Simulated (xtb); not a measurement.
BH₂, SMILES [BH2] (connectivity only; charge and spin as stated), charge +1, multiplicity 1. All values are semi-empirical tight-binding results from xtb (GFN2-xTB unless named), good for trends rather than for accurate numbers. Coordinates come from a GFN2-xTB optimisation. The multiplicity is an assumed one; other spin states were not compared. The isomer is the one that the SMILES or the coordinates give; other isomers of the formula were not compared.

Question: Estimate the properties. (An estimate is asked for; the answer gives what the named calculation found.)

Answer: 
* **point group as xtb finds it**: D∞h
* **orbital gap**: 3.07 eV
* **zero-point energy**: 8.4 kcal/mol
* **G − E(el) at 298.15 K (modified RRHO)**: -2.0 kcal/mol
* **static polarisability (D4 model)**: 14.5 bohr³
* **solvation energy, GFN2-xTB/ALPB(water)**: -72.8 kcal/mol
* **solvation energy, GFN2-xTB/ALPB(toluene)**: -56.7 kcal/mol

Question: Give the IR lines (harmonic; lines under 4 % of the strongest left out, lines within 3 cm⁻¹ merged). (The exact figures need the calculation; the answer reports its results.)

Answer: ν (cm⁻¹): 384 (vs), 2629 (m) (against the strongest line: vs over 80 %, s over 45 %, m over 15 %, w over 4 %, vw less)
